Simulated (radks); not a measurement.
Task: Excited configurations of Zn+: one electron is placed in a higher orbital outside [Ar] 3d10. The ground configuration is [Ar] 3d10 4s1. All-electron calculation, Dirac Kohn-Sham, PBE, spin-unpolarised, spherical densities, finite nucleus; open shells are shared between the two j in proportion to 2j + 1; Fermi nuclear charge, rms radius 3.9283 fm. Program: a radial shooting solver on a logarithmic mesh with Libxc functionals. Excitation = E - E(ground); binding = E(ion) - E, where the ion is the core of charge +2; n* = 2/sqrt(2 binding) in atomic units, and the quantum defect is n - n*. Eigenvalue and <r> are those of j = l + 1/2.

| outer orbital | excitation (eV) | binding (eV) | n* | quantum defect | eigenvalue (eV) | <r> (bohr) |
|---|---|---|---|---|---|---|
| 4d | 12.463 | 5.980 | 3.017 | 0.983 | -4.244 | 5.429 |
| 5s | 11.095 | 7.348 | 2.722 | 2.278 | -5.774 | 5.725 |
| 5p | 12.725 | 5.717 | 3.085 | 1.915 | -4.418 | 6.939 |
| 6s | 14.397 | 4.045 | 3.668 | 2.332 | -3.226 | 10.42 |
| 6p | 15.093 | 3.350 | 4.031 | 1.969 | -2.659 | 12.16 |
| 6d | 16.089 | 2.353 | 4.809 | 1.191 | -1.858 | 16.63 |
| 7s | 15.868 | 2.575 | 4.597 | 2.403 | -2.081 | 16.48 |
| 7d | 16.784 | 1.659 | 5.727 | 1.273 | -1.337 | 24.34 |
| 7f | 17.212 | 1.231 | 6.649 | 0.351 | -0.992 | 31.89 |

Estimate the row for 4f.

Result: excitation (eV) 14.982; binding (eV) 3.460; n* 3.966; quantum defect 0.034; eigenvalue (eV) -2.481; <r> (bohr) 8.859. The Delta-SCF ionisation energy is 18.443 eV (NIST Atomic Spectra Database: 17.964 eV, measured). Self-interaction in the functional shifts the binding energies and quantum defects, so they are the method's values and not measured ones. Spin polarisation and multiplet splitting are left out, so open shells lie too high by an amount that depends on their filling.

Beside tabulated values, note that spin-unpolarised runs miss the spin-polarisation part of the exchange energy of open shells.
